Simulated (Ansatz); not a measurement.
Calculated with Ansatz (gas phase, PBE0-D4/def2-TZVP geometries, no zero-point term in ΔE). CCSD(T)/CBS is the MP2 limit (def2-TZVPP, def2-QZVPP) plus CCSD(T) − MP2 in def2-TZVPP, frozen cores. This one scheme is used for every species. Functionals use def2-TZVPP. B3LYP here is the variant with VWN-RPA as its local correlation; programs differ in this. HSE06 is defined as in plane-wave codes. One conformer a species, not always the lowest.

Consider the adduct formation: `[OH][Al]([OH])[OH]` + H₂O → `[OH][Al-]([OH])([OH])[OH2+]`.

```
             level  ΔE (kJ/mol)  difference from CCSD(T)/CBS
       LDA (SPW92)       -120.8                        -27.0
         revPBE-D4        -83.9                          9.9
         r2SCAN-D4        -99.7                         -5.9
            B97M-V        -96.0                         -2.2
           PBE0-D4        -95.4                         -1.6
          B3LYP-D4        -89.9                          3.9
        r2SCANh-D4       -100.7                         -6.9
        r2SCAN0-D4       -102.2                         -8.4
          HSE06-D4        -94.8                         -1.0
          BHLYP-D4        -97.7                         -3.9
      CAM-B3LYP-D4        -97.3                         -3.5
           ωB97X-V        -95.8                         -2.0
           ωB97M-V        -97.4                         -3.6
            B2PLYP        -87.1                          6.7
          PBE-QIDH        -96.4                         -2.6
               PBE        -84.6                          9.2
            revPBE        -67.0                         26.8
              BLYP        -70.9                         22.9
             B3LYP        -80.8                         13.0
           r2SCANh        -99.0                         -5.2
           r2SCAN0       -100.5                         -6.7
             HSE06        -90.3                          3.5
             BHLYP        -91.1                          2.7
         CAM-B3LYP        -92.3                          1.5
           LC-ωPBE        -90.5                          3.3
RPA@PBE/def2-TZVPP        -87.5                          6.3
      MP2/def2-SVP       -119.0                        -25.2
     CCSD/def2-SVP       -115.6                        -21.8
  CCSD(T)/def2-SVP       -117.4                        -23.6
     HF/def2-TZVPP        -79.7                         14.1
    MP2/def2-TZVPP        -92.7                          1.1
SCS-MP2/def2-TZVPP        -88.2                          5.6
   CCSD/def2-TZVPP        -91.6                          2.2
CCSD(T)/def2-TZVPP        -93.7                          0.1
     HF/def2-QZVPP        -78.9                         14.9
    MP2/def2-QZVPP        -92.5                          1.3
SCS-MP2/def2-QZVPP        -87.9                          5.9
      HF/CBS(def2)        -78.7                         15.1
     MP2/CBS(def2)        -92.8                          1.0
    CCSD/CBS(def2)        -91.7                          2.1
       CCSD(T)/CBS        -93.8                            0
```

Largest T1 diagnostic among the species: 0.012.

In def2-TZVPP, CCSD(T) changes the Hartree–Fock value by −14.0 kJ/mol (the triples alone add −2.1 kJ/mol) and MP2 by −13.0 kJ/mol. At CCSD(T), def2-SVP lies −23.5 kJ/mol from the extrapolated value and def2-TZVPP +0.1 kJ/mol.
